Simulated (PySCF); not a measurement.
**Dipole moment and polarisability of `N[Si@H](P)CC[SiH3]`**

Species: C₂H₁₂NPSi₂.
Structure used (GFN2-xTB), in Å, numbered top down from 1:
```
atom  x, y, z in Å
N1    -2.0206    1.7215   -1.1784
Si2   -1.3077    0.1898   -0.8339
P3    -2.4309   -0.5917    0.9489
C4     0.4965    0.4881   -0.3053
C5     1.0735   -0.7076    0.4493
Si6    2.8462   -0.4051    1.0645
H7    -3.0227    1.7990   -1.2343
H8    -1.5879    2.3237   -1.8590
H9    -1.3284   -0.7713   -1.9610
H10   -2.1182   -1.9174    0.7102
H11   -3.6399   -0.7039    0.2854
H12    0.5439    1.3729    0.3309
H13    1.1134    0.7009   -1.1793
H14    1.0475   -1.5876   -0.1977
H15    0.4218   -0.9333    1.2994
H16    3.3495   -1.6110    1.7251
H17    3.6994   -0.0774   -0.0816
H18    2.8559    0.7167    2.0051
```

Level: B3LYP/def2-SVPD (PySCF), static field, nuclei fixed, core orbitals frozen in the response. The polarisability tensor in these axes (au):

```
x   133.60  -0.80   3.60
y    -0.80 103.99  -7.96
z     3.60  -7.96 109.25
```

Q: Give the principal values, the mean and the anisotropy Δα = √{½[(α1 − α2)² + (α2 − α3)² + (α1 − α3)²]}.

A: Principal values 98.18, 114.41 and 134.25 au; mean 115.62 au = 17.13 Å³ = 19.06 × 10⁻⁴⁰ C²·m²/J; Δα = 31.29 au (27 % of the mean).

Q: What is the dipole moment, and where does it point?

A: (-0.55, 0.37, -1.67) D, 1.80 D in size, pointing from the negative to the positive side. Measured along this direction, the outermost atoms are H16 at the negative end and H8 at the positive end.

Q: Refractivity n − 1 of an ideal gas of it at 298.15 K and 1 atm, from the electronic α?

A: N = p/kT = 2.4615 × 10¹⁹ cm⁻³, so n − 1 = 2π × N × 17.13 × 10⁻²⁴ cm³ = 2650 × 10⁻⁶ at long wavelengths.

Q: In TDDFT the mean static polarisability is Σ f/ω² over all singlet excitations (ω in hartree). How much of it do the 8 lowest give? Their energies (eV) and oscillator strengths: 5.93, 0.0087; 6.21, 0.0117; 6.31, 0.0028; 6.53, 0.0199; 6.73, 0.0847; 6.79, 0.0212; 6.86, 0.0051; 6.98, 0.0082.

A: They add up to 2.74 au, 2.4 % of the 115.62 au; the largest single term is 1.39 au, from the state at 6.73 eV. Terms in order: 0.18, 0.22, 0.05, 0.35, 1.39, 0.34, 0.08, 0.12 au. Higher excitations give the rest. The strengths listed sum to 0.162.

Q: Find the Langevin capture rate constant for NH4+ (18.034 u) meeting this molecule (137.025 u), k = 2.342 × 10⁻⁹ cm³/s × √(α in Å³ / reduced mass in u).

A: The reduced mass is 15.94 u, so k = 2.43 × 10⁻⁹ cm³/s. The formula leaves out the permanent dipole, which adds to the capture rate.

Q: Orientational against electronic polarisability at 273 K (dilute gas, rigid molecules)?

A: In Gaussian units μ²/3kT = 28.60 Å³ against 17.13 Å³, a ratio of 1.67; the Debye molar polarisation (4π/3)N_A(α + μ²/3kT) is 115.4 cm³/mol, leaving out the vibrational part.

Geometry: GFN2-xTB, one conformer, isolated molecule.
